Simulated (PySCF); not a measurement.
A structure optimised at PBE-D3(BJ)/def2-SVP, used in a PySCF frequency run:

```
C
N 1 1.3453
N 2 1.3571 1 104.55
H 3 1.0199 2 119.93 1 180.00
C 3 1.3492 4 128.80 2 180.00
C 5 1.3877 3 109.42 4 180.00
H 6 1.0938 5 128.45 3 180.00
H 1 1.0981 2 119.02 3 180.00
```
Charge 0, spin multiplicity 2.

**Question.** Write its SMILES, formula and point group.

**Answer.** [c]1ccn[nH]1, C3H3N2, Cs

**Question.** What are its rotational constants (standard atomic weights)?

**Answer.** 10.679, 9.2217, 4.9484 GHz
